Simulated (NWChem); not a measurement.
System: C2H3Br; SMILES C=CBr

Results from NWChem. All runs use the structure optimised with PBE0/def2-SVP. Ions are spin-unrestricted doublets at the neutral geometry; other ion states weren't tried.

Q: Predict the results for PBE/def2-SVP. Quantities: vertical ionisation energy, ΔSCF (eV); −ε(HOMO) (eV).

A: 
* **vertical ionisation energy, ΔSCF (eV)**: 9.53
* **−ε(HOMO) (eV)**: 6.12
